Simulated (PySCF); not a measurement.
# Atomic charges against the basis set

Compound: C3H9BO2.
Geometry (PBE0-D3(BJ)/def2-SVP, Å), atoms numbered from 1 in this order:
```
atom  x, y, z in Å
C1    -0.5011    1.0744   -1.1628
C2    -0.6680    0.1941    0.0789
C3    -1.7605   -0.8558   -0.1315
B4     0.7083   -0.4894    0.4454
O5     1.2179   -1.4048   -0.4332
O6     1.3364   -0.1390    1.6078
H7    -1.4495    1.5667   -1.4360
H8    -0.1771    0.4756   -2.0292
H9     0.2486    1.8667   -1.0074
H10   -0.9544    0.8376    0.9281
H11   -1.4977   -1.5374   -0.9561
H12   -2.7254   -0.3844   -0.3826
H13   -1.9184   -1.4713    0.7685
H14    2.0613   -1.7936   -0.1840
H15    2.1752   -0.5815    1.7700
```

PBE0 throughout (PySCF), one geometry, spherical d and f functions. One conformer (not necessarily the lowest) at the PBE0-D3(BJ)/def2-SVP geometry, without solvent, vibrations or thermal averaging. Atoms taken as equivalent share a column and are averaged.

Mulliken charges (e):

```
        basis  functions   C1/C3      C2      B4   O5/O6  H7 (×6)     H10  H14/H15
       STO-3G         39  -0.228  -0.156  +0.354  -0.324   +0.070  +0.068   +0.209
        6-31G         72  -0.498  -0.329  +0.667  -0.613   +0.162  +0.169   +0.372
       6-31G*        102  -0.538  -0.280  +0.550  -0.596   +0.170  +0.165   +0.408
     def2-SVP        129  -0.067  -0.186  +0.002  -0.149   +0.037  +0.044   +0.174
6-311+G(2d,p)        216  -0.559  -0.264  +1.118  -0.644   +0.149  +0.116   +0.272
    def2-TZVP        240  -0.393  -0.093  +0.276  -0.409   +0.122  +0.084   +0.303
```

IAO charges (e):

```json
{"basis": "STO-3G", "functions": "39", "C1/C3": "-0.381", "C2": "-0.251", "B4": "+0.358", "O5/O6": "-0.369", "H7 (×6)": "+0.126", "H10": "+0.131", "H14/H15": "+0.253"}
{"basis": "6-31G", "functions": "72", "C1/C3": "-0.418", "C2": "-0.246", "B4": "+0.486", "O5/O6": "-0.530", "H7 (×6)": "+0.138", "H10": "+0.143", "H14/H15": "+0.341"}
{"basis": "6-31G*", "functions": "102", "C1/C3": "-0.397", "C2": "-0.251", "B4": "+0.524", "O5/O6": "-0.542", "H7 (×6)": "+0.131", "H10": "+0.135", "H14/H15": "+0.342"}
{"basis": "def2-SVP", "functions": "129", "C1/C3": "-0.386", "C2": "-0.251", "B4": "+0.504", "O5/O6": "-0.534", "H7 (×6)": "+0.127", "H10": "+0.133", "H14/H15": "+0.345"}
{"basis": "6-311+G(2d,p)", "functions": "216", "C1/C3": "-0.410", "C2": "-0.258", "B4": "+0.527", "O5/O6": "-0.561", "H7 (×6)": "+0.136", "H10": "+0.140", "H14/H15": "+0.359"}
{"basis": "def2-TZVP", "functions": "240", "C1/C3": "-0.410", "C2": "-0.259", "B4": "+0.532", "O5/O6": "-0.561", "H7 (×6)": "+0.136", "H10": "+0.140", "H14/H15": "+0.357"}
```

Hirshfeld charges (e):

```tsv
basis	functions	C1/C3	C2	B4	O5/O6	H7 (×6)	H10	H14/H15
STO-3G	39	-0.042	-0.050	+0.171	-0.185	+0.009	+0.006	+0.137
6-31G	72	-0.099	-0.076	+0.224	-0.254	+0.030	+0.029	+0.174
6-31G*	102	-0.100	-0.080	+0.223	-0.252	+0.030	+0.029	+0.175
def2-SVP	129	-0.112	-0.096	+0.234	-0.247	+0.033	+0.030	+0.175
6-311+G(2d,p)	216	-0.116	-0.105	+0.251	-0.255	+0.037	+0.036	+0.170
def2-TZVP	240	-0.119	-0.102	+0.249	-0.255	+0.037	+0.036	+0.172
```

ESP-fitted charges (e):

```tsv
basis	functions	C1/C3	C2	B4	O5/O6	H7 (×6)	H10	H14/H15
STO-3G	39	-0.465	+0.132	+0.608	-0.579	+0.111	+0.001	+0.341
6-31G	72	-0.454	+0.197	+0.751	-0.824	+0.109	-0.007	+0.482
6-31G*	102	-0.576	+0.408	+0.483	-0.682	+0.133	-0.033	+0.430
def2-SVP	129	-0.485	+0.370	+0.473	-0.663	+0.109	-0.039	+0.419
6-311+G(2d,p)	216	-0.673	+0.564	+0.499	-0.717	+0.151	-0.055	+0.432
def2-TZVP	240	-0.656	+0.552	+0.487	-0.705	+0.147	-0.055	+0.429
```

Some averages cover members that differ in this geometry, most widely: O5/O6, Mulliken in 6-311+G(2d,p) -0.682 to -0.605; O5/O6, ESP-fitted in 6-31G -0.851 to -0.797; O5/O6, ESP-fitted in STO-3G -0.605 to -0.552; O5/O6, ESP-fitted in def2-TZVP -0.724 to -0.687 e.

Q: Which scheme is steadiest as the basis changes?

A: Largest range over the bases for any column: Hirshfeld 0.08 e, IAO 0.19 e, ESP-fitted 0.43 e, Mulliken 1.12 e. Hirshfeld charges move least and Mulliken charges most, counted in e. Without the minimal STO-3G basis the ranges are Hirshfeld 0.03, IAO 0.05, ESP-fitted 0.37, Mulliken 1.12 e.

Q: How much do the charges still move between the two largest bases, 6-311+G(2d,p) and def2-TZVP?

A: At most, over all atoms: Mulliken 0.842 e, IAO 0.005 e, Hirshfeld 0.004 e, ESP-fitted 0.017 e.

Q: What do the same runs give for the total energy, the frontier levels and the dipole moment?

A: 
```
        basis  energy (Eh)  HOMO (eV)  LUMO (eV)  μ (D)
       STO-3G    -291.0164      -5.37       5.15   2.76
        6-31G    -294.7091      -8.06       1.27   3.00
       6-31G*    -294.7889      -8.00       1.64   2.72
     def2-SVP    -294.5931      -8.11       0.99   2.71
6-311+G(2d,p)    -294.9025      -8.29      -0.48   2.40
    def2-TZVP    -294.9245      -8.25       0.28   2.44
```

The dipole is fixed by the density alone, so its range of 0.60 D shows that the density itself changes with the basis, not only its division among atoms.
